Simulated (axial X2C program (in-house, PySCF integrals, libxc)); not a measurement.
## CI⁺: bond constants with and without spin–orbit coupling

Calculated with an in-house relativistic program for diatomic molecules. Spin-free means the one-electron spin-free X2C Hamiltonian; two-component (2c) means X2C with spin–orbit coupling and atomic mean-field two-electron Coulomb and Gaunt terms, so the difference of the two also holds small scalar two-electron terms. Basis: I dyall-v3z [11s12p8d1f], C dyall-v3z [7s6p2d1f] (cores contracted in-house); Gaussian nuclei, density fitting, unrestricted open shells. Masses: I 126.904 u, C 12.000 u.

Input file and command:
```json
{
 "zs": [
  53,
  6
 ],
 "q": 1,
 "bas": [
  "dyall-v3z",
  "dyall-v3z"
 ],
 "levels": [
  "PBE0",
  "HF",
  "TPSS",
  "PBE50"
 ],
 "cc": false,
 "r0": 1.144,
 "npts": 10,
 "nst": 2,
 "ntry": 6
}
```
```bash
python so2c.py task.json out
```

Keys: zs atomic numbers; q charge; bas basis sets; levels methods; cc coupled cluster on or off; r0 starting distance in Å; npts points on the curve; nst determinants followed; ntry starts of the search. HF also brings MP2.

State, spin-free: M_S = 0, Λ = 0 (closed shell); electrons by block: σα: 13, σβ: 13, π+α: 6, π+β: 6, π-α: 6, π-β: 6, δ+α: 2, δ+β: 2, δ-α: 2, δ-β: 2. Fragments: I+ + C.

State, 2c: Ω = 0 (closed shell); electrons by block: 1/2: 19, -1/2: 19, 3/2: 8, -3/2: 8, 5/2: 2, -5/2: 2. Fragments: I+ + C.

| Hamiltonian | level | Re (Å) | ωe (cm⁻¹) | ωexe (cm⁻¹) | Be (cm⁻¹) | αe (cm⁻¹) | De (eV) | k (mdyn/Å) | μ (D) |
| --- | --- | --- | --- | --- | --- | --- | --- | --- | --- |
| spin-free | PBE0 | 1.907 | 854.2 | 3.31 | 0.4229 | 0.00245 | 4.96 | 4.71 | 0.10 |
| spin-free | HF | 1.898 | 878.7 | 3.84 | 0.4269 | 0.00254 | 1.80 | 4.99 | 0.61 |
| spin-free | MP2 | 1.894 | 917.5 | 1.7 | 0.4286 | 0.00189 | 4.80 | 5.44 | n/a |
| spin-free | TPSS | 1.930 | 805.5 | 3.52 | 0.4128 | 0.00261 | 5.31 | 4.19 | 0.16 |
| spin-free | PBE50 | 1.888 | 893.8 | 3.29 | 0.4314 | 0.00239 | 4.36 | 5.16 | 0.15 |
| 2c | PBE0 | 1.911 | 844.9 | 3.43 | 0.4212 | 0.0025 | 4.56 | 4.61 | 0.08 |
| 2c | TPSS | 1.933 | 798.2 | 3.59 | 0.4114 | 0.00264 | 4.97 | 4.11 | 0.15 |
| 2c | PBE50 | 1.892 | 883.8 | 3.41 | 0.4296 | 0.00244 | 3.97 | 5.05 | 0.13 |

Correlated methods: 10 electrons correlated (number of frozen shells: I 4 s, 3 p, 2 d; C 1 s), 164 virtual spin orbitals or spinors in MP2.

Dipoles are positive if C is the positive end and refer to the centre of mass.

The state is a single determinant with fixed occupations, the lowest that a limited PBE0 search found. The closed shell is kept restricted, so the energy runs too high when the bond is stretched far. Dissociation energies refer to the lowest single-determinant-based atoms at the same level and basis. The 2c atoms are single determinants rather than J levels; their spin–orbit lowering is only partly caught, and De is too large by that part. This holds for PBE0, TPSS, PBE50. The functionals have no current-density term, which raises determinants with orbital currents, atoms included.

No reliable constants came from HF (2c), MP2 (2c): no minimum in range, unconverged points, a curve that is not smooth, a change of character along it, or the two Hamiltonians disagreeing along it.

Rough cost a point (2c) on 1 thread(s) of a shared host, integrals apart: PBE0 0.8 s, TPSS 1 s, PBE50 0.8 s.

The whole task took 2.5 min on 1 thread of Arm Neoverse N1 (shared host).

The search began far from the minimum on purpose and may have settled on another determinant than a sound start.
